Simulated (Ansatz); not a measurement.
Species: CH₂BCl₂ (charge 0, doublet). It need not be the lowest isomer of its formula. 
Geometry from a B3LYP-D3(BJ)/def2-TZVP (Ansatz, a quantum-chemistry and plane-wave program) optimisation:
```
B
C 1 1.5136
H 2 1.0833 1 122.06
H 2 1.0833 3 115.89 1 180.00
Cl 1 1.7625 2 120.62 3 0.00
Cl 1 1.7625 2 120.62 3 180.00
```
Charge 0, spin multiplicity 2.

Dipole moments at this geometry, in debye (magnitudes).

```json
[
 {"level": "SVWN5/def2-TZVPD", "program": "Ansatz", "dipole (D)": "1.74"},
 {"level": "PBE/def2-TZVPD", "program": "Ansatz", "dipole (D)": "1.72"},
 {"level": "revPBE/def2-TZVPD", "program": "Ansatz", "dipole (D)": "1.73"},
 {"level": "r2SCAN/def2-TZVPD", "program": "Ansatz", "dipole (D)": "1.78"},
 {"level": "B97M-V/def2-TZVPD", "program": "Ansatz", "dipole (D)": "1.82"},
 {"level": "B3LYP/def2-TZVPD", "program": "Ansatz", "dipole (D)": "1.83"},
 {"level": "PBE0/def2-TZVPD", "program": "Ansatz", "dipole (D)": "1.85"},
 {"level": "r2SCAN0/def2-TZVPD", "program": "Ansatz", "dipole (D)": "1.86"},
 {"level": "HSE06/def2-TZVPD", "program": "Ansatz", "dipole (D)": "1.85"},
 {"level": "CAM-B3LYP/def2-TZVPD", "program": "Ansatz", "dipole (D)": "1.89"},
 {"level": "wB97M-V/def2-TZVPD", "program": "Ansatz", "dipole (D)": "1.88"},
 {"level": "wB97X-V/def2-TZVPD", "program": "Ansatz", "dipole (D)": "1.93"},
 {"level": "CCSD(T)/aug-cc-pV(D+d)Z", "program": "Ansatz", "dipole (D)": "1.77"}
]
```
